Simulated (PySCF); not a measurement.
C₂H₄ClNOSi, SMILES C[Si@@H](Cl)OC#N.

Coordinates come from a PBE0-D3(BJ)/def2-SVP optimisation. The structure was generated by enumeration; whether it is a known compound was not checked. Other conformers were not sampled.

The numbers are results of PBE0-D3(BJ)/def2-SVP (PySCF), not measurements.

Frequencies are harmonic and unscaled.

```
mode  ν (cm⁻¹)  IR (km/mol)  Raman (Å⁴/amu)  depolarisation   moving atoms (share of kinetic energy)
----  --------  -----------  --------------  --------------  ---------------------------------------
1           40          2.5             2.8            0.75          N 39 %, Cl 26 %, C 15 %, O 14 %
2           93          2.9             2.0            0.65           N 44 %, C 25 %, H 12 %, O 12 %
3          154          0.0             0.1            0.62                                   H 96 %
4          195          3.6             2.2            0.72  C 31 %, H 24 %, Cl 22 %, Si 14 %, O 9 %
5          233          3.1             0.8            0.65   O 45 %, Cl 18 %, C 17 %, Si 8 %, H 8 %
6          292         13.5             0.7            0.75          Si 36 %, O 18 %, H 17 %, C 16 %
7          523          3.8             4.4            0.39                   C 61 %, N 13 %, Si 9 %
8          530         24.5             4.0            0.42           C 61 %, N 13 %, Si 11 %, O 9 %
9          556         48.1             7.2            0.13                 Cl 33 %, Si 30 %, C 23 %
10         686         43.8            10.1            0.29          H 29 %, O 27 %, C 22 %, Si 16 %
11         692         41.3             8.5            0.61           H 52 %, O 16 %, Si 16 %, C 9 %
12         750          2.4             6.9            0.69                           H 83 %, C 13 %
13         779         81.4             2.2            0.29                  Si 34 %, H 30 %, C 29 %
14         867        231.1             3.5            0.61                   H 74 %, Si 16 %, C 8 %
15         893        145.4             5.0            0.75                  H 78 %, C 12 %, Si 10 %
16        1229        217.4             2.3            0.16                           O 64 %, N 29 %
17        1276         42.7             1.4            0.17                           H 77 %, C 22 %
18        1418          6.5            10.9            0.73                                   H 96 %
19        1419          6.4             8.1            0.75                                   H 96 %
20        2328         91.6           144.2            0.19                                   H 96 %
21        2436        259.8            53.3            0.21                           C 66 %, N 32 %
22        3063          1.4           126.4            0.00                                   H 97 %
23        3174          0.9            65.1            0.73                            H 91 %, C 9 %
24        3178          0.3            75.9            0.74                            H 91 %, C 9 %
```
